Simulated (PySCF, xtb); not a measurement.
SnI3, SMILES [I][Sn+]([I])[I], charge +1.

Harmonic wavenumbers (cm⁻¹) from xtb 6.7.1 with GFN2-xTB at its own minimum, in rising order: 41, 41, 47, 131, 227, 227.

**Question.** What does PBE0-D3(BJ)/def2-SVP run with PySCF give at its own minimum? (The exact figures need the calculation; the answer reports its results.)

**Answer.** 52, 52, 65, 164, 262, 262. Paired by order, the mean absolute difference is 24 cm⁻¹ and the zero-point energies are 1.0 and 1.2 kcal/mol.
